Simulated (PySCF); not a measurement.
An unknown is described by computed data only.

Elements present: H, O and Si. Monoisotopic mass: 137.9809 u.

| Item | Value |
| --- | --- |
| XPS | Si2p3/2 105.8, Si2p3/2 106.4 (×2), Si2p3/2 107.0, O1s 538.5, Si1s 1845.5, Si1s 1846.1 (×2), Si1s 1846.8 eV [ΔSCF SCAN, pcX-2 on the ionised atom, pcseg-1 elsewhere, spin-free X2C, 2p3/2 from a spin–orbit splitting computed afterwards within the 2p shell] |
| NMR, other nuclei | isotropic shieldings of nuclei other than C and H, by class: 313 (1 O), 340 (1 Si), 435 (2 Si), 460 (1 Si) ppm [GIAO PBE/pcSseg-2] |
| UV, first state | lowest singlet excitation: 5.81 eV (213 nm, f = 0.029) [TDDFT B3LYP/def2-SVPD] |
| Valence photoelectron | vertical ionisation energy: 9.46 eV [ΔSCF B3LYP/def2-SVPD] |
| 1H NMR | chemical shifts (computed TMS as zero) by class: 5.89 (2 H), 3.81 (6 H), 3.51 (1 H), 0.23 (1 H) ppm [GIAO PBE/pcSseg-2] |
| Rotational structure | rotational constants A, B, C: 1.922, 1.241, 0.828 GHz [PBE0-D3(BJ)/def2-SVP] |
| Triplet | lowest triplet excitation (Tamm–Dancoff): 5.30 eV [TDA B3LYP/def2-SVPD] |
| Polarisability | 126.8 au [B3LYP/def2-SVPD] |
| UV, strongest line | among the 10 lowest singlet transitions: S10 at 7.02 eV (177 nm, f = 0.158) [TDDFT B3LYP/def2-SVPD] |

The electronic properties come from PySCF, for the isolated species, density fitting. Levels stand in brackets. Isolated species at its PBE0-D3(BJ)/def2-SVP geometry (one conformer only). Each NMR value is the plain mean over a class of atoms that symmetry, rotation or inversion makes alike.

Task: Which formula fits the mass and the elements?

Result: H10OSi4 (calculated 137.9809). No other formula that holds each of these elements comes within 0.0003 u with a fitting electron parity and a possible valence count.

Task: Propose a structure and show how it fits.

Result: Numbering: `[OH:1][SiH2:2][SiH:3]([SiH3:4])[SiH3:5]`. Its formula, H10OSi4, gives 0 degrees of unsaturation, so no ring and no π bond. Hydrogen classes from least to most shielded: 2 H on an oxygen-bound silicon, Si2 (5.89 ppm), 6 H on 2 SiH3 silicons, Si4/Si5 (3.81 ppm), 1 H on an SiH silicon, Si3 (3.51 ppm), 1 H on a silanol oxygen, O1 (0.23 ppm). The other shieldings belong to: 313 ppm, silanol oxygen [O1]; 340 ppm, oxygen-bound silicon [Si2]; 435 ppm, SiH3 silicon [Si4/Si5]; 460 ppm, SiH silicon [Si3]. The core levels belong to: Si2p3/2 105.8 eV, SiH silicon [Si3]; Si2p3/2 106.4 eV, SiH3 silicon [Si4/Si5]; Si2p3/2 107.0 eV, oxygen-bound silicon [Si2]; O1s 538.5 eV, silanol oxygen [O1]; Si1s 1845.5 eV, SiH silicon [Si3]; Si1s 1846.1 eV, SiH3 silicon [Si4/Si5]; Si1s 1846.8 eV, oxygen-bound silicon [Si2]. One atom of each topological class was ionised and stands for its class. S1 is mainly HOMO→LUMO (weight 0.89); the largest Löwdin shares of the orbital it empties are 0.31 on the SiH silicon, 0.22 on the oxygen-bound silicon, 0.18 on an SiH3 silicon and 0.06 on an Si–H hydrogen, of the orbital it fills 0.25 on the oxygen-bound silicon, 0.16 on the SiH silicon, 0.15 on the silanol oxygen and 0.08 on an SiH3 silicon. The optimised geometry has point group C1 and is an asymmetric top. Structure: `O[SiH2][SiH]([SiH3])[SiH3]`. Computed isomers that give other values at the same levels: `[SiH3]O[SiH2][SiH2][SiH3]` (rotational constant A: 5.101 GHz; this holds for the one conformer computed). The assignments are read from this structure; whether some other isomer fits the data as well wasn't checked.

Shape of the structure used: `[OH:1][SiH2:2][SiH:3]([SiH3:4])[SiH3:5]`: O1–Si2–Si3–Si4 -144°, H–O1–Si2–Si3 174°.
